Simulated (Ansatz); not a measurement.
Basis-set series for C$_{2}$H$_{4}$BNS (`S/C=C1/BN1`). Charge 0, multiplicity 1. The structure was optimised at the PBE0-D4/def2-TZVP level. It is one conformer, not always the lowest.

```
functional       basis  functions  energy (Eh)  HOMO (eV)  LUMO (eV)
   PBE0-D4    def2-SVP         94   -555.79359      -6.21      -0.55
   PBE0-D4  def2-TZVPP        222   -556.10459      -6.34      -0.80
   ωB97M-V    def2-SVP         94   -556.02890      -8.34       1.61
   ωB97M-V  def2-TZVPP        222   -556.34569      -8.47       1.20
```

Give the rows for def2-QZVPP. (Estimate.)

Computed: 
```tsv
functional	basis	functions	energy (Eh)	HOMO (eV)	LUMO (eV)
PBE0-D4	def2-QZVPP	418	-556.12581	-6.37	-0.87
ωB97M-V	def2-QZVPP	418	-556.36552	-8.51	1.02
```

Positive LUMOs are unbound and depend on the basis.
